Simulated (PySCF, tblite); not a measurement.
Isomers of C4H6FN2Si (doublet state), one GFN2-xTB conformer each. Single-point energies are computed at B3LYP/pcH-1 (PySCF, gas phase, no added dispersion term), electronic only. GFN2-xTB treats the open shell by occupation alone, and not every SCF solution was tested for stability.

```tsv
SMILES	GFN2-xTB relative energy (kJ/mol)
N#C[C@]1(F)CC[Si]1N	0.0
N#C[C@@]1(F)C[CH][Si@@H]1N	48.8
```

Conformers: `[N:1]#[C:2][C@:3]1([F:4])[CH2:5][CH2:6][Si:7]1[NH2:8]` (doublet state) with C6–Si7–N8–H -114° and 95°; `[N:1]#[C:2][C@@:3]1([F:4])[CH2:5][CH:6][Si@@H:7]1[NH2:8]` (doublet state) with C6–Si7–N8–H -53° and 96°.

Question: What does B3LYP/pcH-1 give for the same structures?

Answer: 
```json
{"SMILES": "N#C[C@]1(F)CC[Si]1N", "B3LYP/pcH-1 E (Eh)": "-654.85081", "B3LYP/pcH-1 (kJ/mol)": "0.0", "GFN2-xTB (kJ/mol)": "0.0", "point group": "C1"}
{"SMILES": "N#C[C@@]1(F)C[CH][Si@@H]1N", "B3LYP/pcH-1 E (Eh)": "-654.83227", "B3LYP/pcH-1 (kJ/mol)": "48.7", "GFN2-xTB (kJ/mol)": "48.8", "point group": "C1"}
```

Both levels put the same isomer lowest. 

Question: What happens when harmonic zero-point energies from GFN2-xTB frequencies are added?

Answer: 
| SMILES | ZPE (kJ/mol) | electronic (kJ/mol) | with ZPE (kJ/mol) |
| --- | --- | --- | --- |
| N#C[C@]1(F)CC[Si]1N | 253.5 | 0.0 | 0.0 |
| N#C[C@@]1(F)C[CH][Si@@H]1N | 239.7 | 48.7 | 34.9 |

The zero-point energies span 13.8 kJ/mol. The order is unchanged.
